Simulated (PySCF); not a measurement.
Computed properties of CaF, SMILES [F][Ca+], charge +1

CaF, SMILES [Ca+][F], charge +1. Geometry: B3LYP-D3(BJ)/def2-TZVPD. The multiplicity is an assumed one; other spin states were not compared. Other conformers were not sampled. All values are computed for the isolated molecule unless a solvent is named; none is compared with measurement here.

**Structure.** The optimised structure has C∞v symmetry. All 1 harmonic modes at B3LYP-D3(BJ)/def2-TZVPD (PySCF) are real, so it is a minimum.

**Vibrations.** The strongest infrared lines (harmonic, unscaled, degenerate partners summed) lie at 682 cm⁻¹ (170 km/mol, F 68 %, Ca 32 %). The softest mode is at 682 cm⁻¹ and the zero-point energy is 1.0 kcal/mol.

**Electronic structure.** HF/def2-TZVPD (PySCF) places the frontier levels at -19.65 and -5.38 eV, a gap of 14.27 eV and a mean polarisability of 10.3 bohr³. PBE/def2-TZVPD (PySCF) at the same geometry gives -13.38 and -7.86 eV, so its gap is 8.75 eV narrower. An orbital gap is neither the optical nor the fundamental gap.

**Excitations.** TDA-B3LYP/def2-TZVPD (PySCF) has S1 at 6.10 eV (203 nm, f = 0.016, weak); the most intense of the 10 singlets computed lies at 6.10 eV (f = 0.02). Strengths of degenerate partners are summed. T1 (TDA) is at 6.05 eV, 0.05 eV under S1. TDA-PBE/def2-TZVPD (PySCF) puts S1 at 5.51 eV. No vertical singlet excitation falls in the visible range (under 3.1 eV).

**NMR.** GIAO shifts at HF/pcSseg-2 (PySCF) (non-relativistic, atoms alike by connectivity averaged): ¹⁹F at 121.5 ppm against CFCl3.
